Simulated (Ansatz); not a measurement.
# Redistribution: C4H10Cd + C4H8O2 → C3H8Cd + C5H10O2

Gas-phase species: C4H10Cd `[CH3][Cd][CH](C)C`, singlet; C4H8O2 (butyric acid) `CCCC(=O)O`, singlet; C3H8Cd `C[CH2][Cd][CH3]`, singlet; C5H10O2 (2-methylbutanoic acid) `CCC(C)C(=O)O`, singlet. The partners trade CH3 for H; both sit on C, so the bond types are kept.

Shapes, held fixed at every level: PBE0-D4/def2-TZVP. Flexible molecules stand in one conformer, not always the lowest. Programs: Ansatz 0.2.0. Electronic energies: no zero-point or thermal term.

```tsv
level	kind	ΔE (kJ/mol)	less CCSD(T)/def2-TZVPP
HF/def2-TZVPP	Hartree–Fock	-12.8	-0.8
r2SCAN-D4/def2-TZVPP	meta-GGA	-10.5	+1.5
B3LYP-D4/def2-TZVPP	global hybrid	-10.0	+2.0
PBE0-D4/def2-TZVPP	global hybrid	-10.6	+1.4
wB97X-V/def2-TZVPP	range-separated hybrid	-13.1	-1.1
MP2/def2-TZVPP	perturbation theory	-11.6	+0.4
CCSD/def2-TZVPP	coupled cluster or CI	-12.2	-0.2
CCSD(T)/def2-TZVPP	coupled cluster or CI	-12.0	0.0
```

The highest level, CCSD(T)/def2-TZVPP, gives ΔE = -12.0 kJ/mol; the levels span -13.1 to -10.0. The column of differences is taken from that level and isn't an error. No measured value is set beside it here. For atoms past krypton def2 sets carry core potentials with scalar relativity. Outer-core shells of Cd are correlated, in sets that cover them unevenly.
